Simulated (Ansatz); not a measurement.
The first iterations of a band of FH3O3Zr + H2 (10 atoms, charge 0, multiplicity 1).

Method: RKS PBE0-D4/def2-SVP (Ansatz 0.2.0).

| Quantity | Value |
| --- | --- |
| movable images | 4 |
| climbing image | no |
| spring | 5.0 eV/Å² |
| optimiser | quadratic models (default) |
| start path | through a guess of the saddle point |
| force threshold | 0.05 eV/Å |
| iteration limit | 60 |
| end points | relaxed |

Initial state:

```xyz
10
Properties=species:S:1:pos:R:3
Zr -0.217 -0.364 0.000
F 0.029 0.038 1.868
O 1.506 -0.570 -0.815
H 2.331 -0.671 -1.285
O -1.178 1.082 -0.815
H -1.637 1.774 -1.286
O -1.220 -1.992 -0.145
H -1.713 -2.791 -0.319
H 1.669 2.704 1.807
H 1.284 2.077 2.004
```

Final state:

```xyz
10
Properties=species:S:1:pos:R:3
Zr -0.666 0.229 -0.116
F -1.304 1.297 1.348
O 1.183 0.660 -0.425
H 2.072 0.820 -0.738
O -1.708 0.634 -1.674
H -2.211 0.758 -2.477
O -0.848 -1.624 0.345
H -0.886 -2.564 0.511
H 2.408 0.558 1.798
H 2.815 0.521 2.441
```

| iteration | highest image above the first end (eV) | largest band force component (eV/Å) |
| --- | --- | --- |
| 1 | 2.896 | 21.538 |
| 2 | 1.321 | 3.671 |
| 3 | 0.772 | 2.268 |
| 4 | 0.713 | 2.138 |
| 5 | 0.769 | 2.205 |
| 6 | 0.751 | 1.950 |

**Question.** Does the band converge within its limit, and where does its top end?

**Answer.** The forces met the threshold. It ended after 20 iterations with the highest image 0.017 eV above the first end. No image climbed, so the highest image needn't sit at the top of the path.

Run time: 4.3 min on 2 threads of Arm Neoverse V2 (shared host), peak memory 0.26 GiB.
